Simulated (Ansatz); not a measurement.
```yaml
atoms:
  - { symbol: O, position_ang: [0.0000, 0.0000, -0.5466] }
  - { symbol: O, position_ang: [0.0000, 0.0000, 0.5466] }
```

Basis set: 6-31G* (spherical functions). Left uncorrelated: 2 orbitals. Charge 0, multiplicity 3.

Computed with Ansatz (development build ahead of 0.2.0); each method stands on the lowest determinant of its kind that the runs found.

The atomization energy at this shape (free ground-state atoms in the same class of orbitals less the molecule, no zero-point energy) of triplet O2:

```csv
method,atomization energy
UHF,0.96 eV
```

Question: What does UHF-MP2 give?

Answer: 4.03 eV. Caution: the shape is not the minimum.
